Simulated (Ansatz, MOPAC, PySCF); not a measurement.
Potential energy curve for SiH (cation, charge +1), singlet.

UHF/3-21G = unrestricted Hartree-Fock/3-21G in PySCF 2.14.0; UKS-B3LYP/LANL2DZ = PySCF 2.14.0 with unrestricted B3LYP/LANL2DZ, with its core potentials past Ne; PM6, restricted, heats of formation (MOPAC); FCI = full CI/cc-pVTZ, frozen core (Ansatz, a quantum-chemistry and plane-wave program).

Energies relative to the lowest point of each curve near equilibrium, in kcal/mol; the last columns give the difference from FCI:

```csv
R / Å,UHF/3-21G,UKS-B3LYP/LANL2DZ,PM6,FCI,UHF/3-21G − FCI,UKS-B3LYP/LANL2DZ − FCI,PM6 − FCI
1.23,25.0,25.5,16.5,23.5,1.5,2.0,-7.0
1.31,11.3,12.1,8.4,10.5,0.8,1.5,-2.1
1.38,4.3,5.0,3.7,4.0,0.3,1.0,-0.3
1.42,2.0,2.6,1.9,1.8,0.2,0.7,0.1
1.45,0.9,1.3,0.9,0.8,0.1,0.5,0.2
1.52,0.0,0.0,0.0,0.0,0.0,0.0,0.0
1.57,0.6,0.2,0.3,0.6,0.0,-0.4,-0.2
1.63,2.3,1.5,1.7,2.2,0.0,-0.8,-0.5
1.64,2.7,1.8,2.1,2.6,0.1,-0.8,-0.5
1.77,9.1,7.3,8.4,8.8,0.2,-1.6,-0.5
1.84,13.4,11.2,13.0,13.0,0.4,-1.9,-0.1
2.06,27.7,25.2,30.1,27.5,0.2,-2.3,2.6
2.29,36.0,40.4,48.9,42.0,-6.0,-1.6,7.0
2.51,39.8,52.5,65.8,53.4,-13.6,-0.9,12.5
2.74,41.9,60.1,81.5,62.2,-20.3,-2.0,19.3
3.00,43.2,65.0,96.5,68.7,-25.5,-3.7,27.7
3.33,44.1,68.3,111.3,73.2,-29.1,-5.0,38.1
3.79,44.7,70.4,125.6,75.7,-31.0,-5.4,49.8
4.18,45.0,71.3,133.4,76.5,-31.5,-5.2,56.9
4.59,45.2,71.9,138.7,76.8,-31.6,-4.9,61.9
5.35,45.2,72.2,144.2,76.9,-31.7,-4.7,67.3
6.00,45.2,72.1,146.6,77.0,-31.7,-4.9,69.7
```

UHF/3-21G is furthest from FCI at 6.00 (-31.7 kcal/mol, below); its mean absolute difference over the points is 11.6 kcal/mol.

UKS-B3LYP/LANL2DZ is furthest from FCI at 3.79 (-5.4 kcal/mol, below); its mean absolute difference over the points is 2.3 kcal/mol.

PM6 is furthest from FCI at 6.00 (69.7 kcal/mol, above); its mean absolute difference over the points is 19.3 kcal/mol.

The unrestricted determinant behind UHF/3-21G is spin-contaminated at 1.23, 2.06 to 6.00 Å (<S²> up to 1.0, against 0.00 for a pure singlet). The unrestricted determinant behind UKS-B3LYP/LANL2DZ is spin-contaminated at 2.51 to 6.00 Å (<S²> up to 1.0, against 0.00 for a pure singlet). The restricted form behind PM6 keeps the bonding electrons paired and can't separate into open-shell fragments.
